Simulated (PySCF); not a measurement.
## Bonding in `C[C@@H]1[C@@H]([S-])[C@@H]1C#N`

C5H6NS (charge -1).
SMILES with atom numbers: `[CH3:1][C@@H:2]1[C@@H:3]([S-:4])[C@@H:5]1[C:6]#[N:7]` (hydrogens: H8, H9, H10 on C1; H11 on C2; H12 on C3; H13 on C5)

Geometry (GFN2-xTB, Å), atoms numbered from 1 in this order:
```xyz
13
C5H6NS angstrom
C     -1.1148   -1.0704   -0.2572
C     -0.5914    0.1721    0.4186
C      0.0611    1.2640   -0.3656
S     -0.1514    2.9496    0.0220
C      0.9080    0.3530    0.5734
C      1.7939   -0.5721    0.0143
N      2.5347   -1.3145   -0.4725
H     -2.1309   -0.9048   -0.6172
H     -0.4842   -1.3337   -1.1050
H     -1.1267   -1.9162    0.4340
H     -1.1745    0.4908    1.2776
H      0.2138    1.0578   -1.4253
H      1.2580    0.8249    1.4853
```

Bond orders from the PBE0/pcSseg-1 density (PySCF). Geometry: GFN2-xTB; no solvent, vibrations or thermal averaging. The pcSseg-1 basis has no diffuse functions, a weakness for an anion.

(1) Where do the orders between heavy atoms depart from those drawn in the SMILES?

(2) Set the Mayer orders of the bonds beside their lengths.

Answers

(1) The largest departure is 0.228, at C3–C5 (drawn single, 0.772). Drawn single, order above 1.12: C3–S4 (1.198). Drawn single, order below 0.88: C2–C3 (0.871) and C3–C5 (0.772). The SMILES, with its formal charges, is one Lewis structure only.

(2) 
| bond | drawn as | length (Å) | Mayer order |
| --- | --- | --- | --- |
| C1–C2 | single | 1.508 | 1.029 |
| C2–C3 | single | 1.494 | 0.871 |
| C3–S4 | single | 1.743 | 1.198 |
| C3–C5 | single | 1.558 | 0.772 |
| C5–C6 | single | 1.398 | 1.050 |
| C6–N7 | triple | 1.156 | 3.014 |
| C5–C2 | single | 1.518 | 0.910 |
| C1–H8 | single | 1.091 | 0.967 |
| C1–H9 | single | 1.089 | 0.955 |
| C1–H10 | single | 1.092 | 0.965 |
| C2–H11 | single | 1.086 | 0.946 |
| C3–H12 | single | 1.090 | 0.943 |
| C5–H13 | single | 1.085 | 0.928 |

By pair of heavy elements: C–C: lowest C3–C5 (0.772, 1.558 Å), highest C5–C6 (1.050, 1.398 Å); in 2 of the 10 pairs the longer bond (by over 0.003 Å) has the higher order (by 0.02 or more).

Task: Sum the orders of all bonds at each heavy atom with more than one neighbour and set the sums beside the valence in the SMILES.

Result: C1 3.916 (drawn 4), C2 3.756 (drawn 4), C3 3.784 (drawn 4), C5 3.660 (drawn 4), C6 4.064 (drawn 4). Orders between atoms that aren't bonded are not in these sums.

The Mayer order sums products of elements of PS (density times overlap matrix) between the two atoms' basis functions, so it depends on the basis set.
